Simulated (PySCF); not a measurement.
## Two-component Hartree-Fock for Pd(3+) (palladium, charge +3)

Start: [Kr] 4d6 5p1; 4d3/2 filled at m_j = +3/2; 4d5/2 filled at m_j = -3/2, -1/2, +1/2, +3/2, +5/2; 5p3/2 filled at m_j = +3/2. Calculated with PySCF 2.14 in x2c-SVPall-2c with one added diffuse shell each of s, p, d type (7s9p7d1f, 76 functions): generalised Hartree-Fock with the X2C-1e Hamiltonian and a Gaussian nucleus; one run each with spin-orbit coupling (SO) switched off, then screened by Boettger's factors. This is a chosen level, not necessarily the ground level.

```csv
spinor shell,electrons,"ε, spin-free (eV)","ε, screened SO (eV)",weight of nominal j (screened SO),"rms radius, screened SO (bohr)"
1s1/2,2,-24521.7,-24520.1,1.000,0.0366
2s1/2,2,-3706.4,-3706.0,1.000,0.150
2p1/2,2,-3322.3,-3432.9,1.000,0.130
2p3/2,4,-3322.3,-3271.1,1.000,0.135
3s1/2,2,-745.25,-745.16,1.000,0.403
3p1/2,2,-615.60,-635.59,1.000,0.399
3p3/2,4,-615.60,-606.31,1.000,0.410
3d3/2,4,-409.74,-413.49,0.975,0.387
3d5/2,6,-409.74,-407.17,0.983,0.390
4s1/2,2,-152.84,-152.86,1.000,1.00
4p1/2,2,-112.25,-119.29,0.738,1.08
4p3/2,4,-112.25,-108.90,0.869,1.09
4d5/2,5,-56.627,-57.531,0.549,1.35
4d3/2,1,-56.627,-52.610,0.756,1.37
5p3/2,1,-27.835,-27.635,1.000,3.19
```

| quantity | spin-free | screened SO |
| --- | --- | --- |
| E (hartree) | -5039.17014 | -5040.00189 |
| M_J | 11/2 | 11/2 |
| ⟨J²⟩ | 35.754 | 35.759 |
| ⟨L²⟩ | 12.003 | 12.166 |
| ⟨S²⟩ | 8.750 | 8.670 |

Each row is a mean over spinors that exchange with the open shell spreads, by up to 11.645 eV (4p3/2).

Rows whose weight is well below 1 are mixtures of j = l ± 1/2: exchange outweighs spin-orbit coupling there, and the label is only the starting occupation.

Breit and QED terms are absent; they matter most for the inner s and p1/2 levels.

Densities and radii are taken from the X2C orbitals without a picture-change correction, which distorts them close to the nucleus.

Without spin-orbit coupling the j labels of p, d and f shells carry no meaning; the spin-free column gives the mean over the occupied spinors of each nl shell.
